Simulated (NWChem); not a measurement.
Species: WNH2SOF; SMILES [W]([OH])(=[NH])(=[S])[F]

```xyz
7

W     -0.0039    -0.1565    -0.0088
N      0.2056    -0.6103    -1.6692
H      0.2950    -0.4637    -2.6708
S     -0.0594     1.9771     0.0995
F     -1.6267    -0.8709     0.5858
O      1.4926    -0.7695     0.9435
H      2.2045    -1.3189     0.5969
```
Atoms are numbered in this order, from 1.

All runs: NWChem. Medium grid unless said otherwise, to which SCAN and Minnesota functionals are sensitive. Geometry: optimised at PBE0/def2-SVP. No frequency run checked for a minimum. def2 effective core potentials on W; no spin-orbit coupling. B3LYP is NWChem's, with the RPA form of VWN correlation. Total energies of different functionals are on different scales.

```
level               energy (Ha)  highest occupied level (eV)  orbital gap (eV)  dipole (D)
------------------  -----------  ---------------------------  ----------------  ----------
B3LYP/def2-SVP        -696.2089                        -7.17              5.05        3.61
PBE/def2-SVP          -695.8291                        -6.23              3.58        3.62
M05-2X/def2-SVP       -696.0256                        -8.67              7.68        3.67
revPBE/def2-SVP       -696.1150                        -6.19              3.59        3.63
LRC-wPBEh/def2-SVP    -695.8128                        -9.25              8.91        3.80
BHandHLYP/def2-SVP    -695.8975                        -8.49              7.38        3.72
MPW1K/def2-SVP        -696.0705                   (withheld)        (withheld)        3.79
M06-L/def2-SVP        -696.1942                        -6.55              3.87        3.78
PW6B95/def2-SVP       -696.7458                        -7.53              5.60        3.65
B3PW91/def2-SVP       -696.1081                        -7.28              5.08        3.70
PW91/def2-SVP         -696.1930                        -6.29              3.56        3.60
```

Task: Complete the blanks.

Result: 
- MPW1K/def2-SVP, highest occupied level (eV): -8.40
- MPW1K/def2-SVP, orbital gap (eV): 6.86
